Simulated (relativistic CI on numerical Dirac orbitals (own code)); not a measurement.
Computed by Dirac-Coulomb-Breit CI, KLI orbitals optimised for each configuration, a model potential for QED, unscaled Slater integrals (own radial code, finite nucleus).

Configuration list (outside the closed core [Ar]): 3d¹⁰4s², 3d¹⁰4s4p, 3d¹⁰4p², 3d¹⁰4s4d, 3d¹⁰4d², 3d¹⁰4s4f, 3d¹⁰4p4d, 3d¹⁰4p5s, 3d¹⁰4f², 3d¹⁰4p4f, 3d¹⁰4s5s, 3d¹⁰4s5p, 3d¹⁰4d5s, 3d¹⁰4s5d, 3d¹⁰4d4f, 3d¹⁰4s6s, 3d¹⁰4s5f, 3d¹⁰4s5g, 3d¹⁰4s6p, 3d¹⁰5s², 3d¹⁰4f5s, 3d¹⁰4s6d, 3d¹⁰4s7s, 3d¹⁰4s6f, 3d⁹4s²4p, 3d⁹4s²4d. Double excitations out of closed p, d and f shells are left out; levels of such configurations are missing from the list, as are those of other unlisted configurations, and high levels can miss mixing partners. These lack a partner that the ground configuration has and come out too high: 3d⁹4s²4p, 3d⁹4s²4d.

At this charge energies of transitions that change n are usually good to better than 1 %, and those within a shell (Δn = 0) to a few per cent.

Outline of the computed level scheme of Zr XI. Lowest level of each configuration: 3d¹⁰4s² ¹S0 at 0.000 eV; 3d¹⁰4s4p ³P°0 at 20.941 eV; 3d¹⁰4p² ³P0 at 49.620 eV; 3d¹⁰4s4d ³D1 at 65.918 eV; 3d¹⁰4p4d ³F°2 at 88.178 eV; 3d¹⁰4s5s ³S1 at 99.635 eV; 3d¹⁰4s4f ³F°2 at 105.542 eV; 3d¹⁰4s5p ³P°0 at 110.258 eV; 3d¹⁰4p5s ³P°0 at 125.581 eV.

Some strong electric-dipole decays among the lowest 39 levels: 3d¹⁰4s4f ¹F°3 → 3d¹⁰4s4d ¹D2 (8.2e+10 s⁻¹); 3d¹⁰4s5s ¹S0 → 3d¹⁰4s4p ¹P°1 (8.1e+10 s⁻¹); 3d¹⁰4s4d ¹D2 → 3d¹⁰4s4p ¹P°1 (6.4e+10 s⁻¹); 3d¹⁰4s4f ³F°4 → 3d¹⁰4s4d ³D3 (5.5e+10 s⁻¹); 3d¹⁰4s5s ³S1 → 3d¹⁰4s4p ³P°2 (5.5e+10 s⁻¹); 3d¹⁰4p4d ³D°1 → 3d¹⁰4p² ³P0 (5.2e+10 s⁻¹); 3d¹⁰4s4f ³F°3 → 3d¹⁰4s4d ³D2 (4.9e+10 s⁻¹); 3d¹⁰4s4f ³F°2 → 3d¹⁰4s4d ³D1 (4.7e+10 s⁻¹).

LS names give the leading component of a level, which can be under half, so a name can repeat, a term be missing and a line seem to break the LS rules.
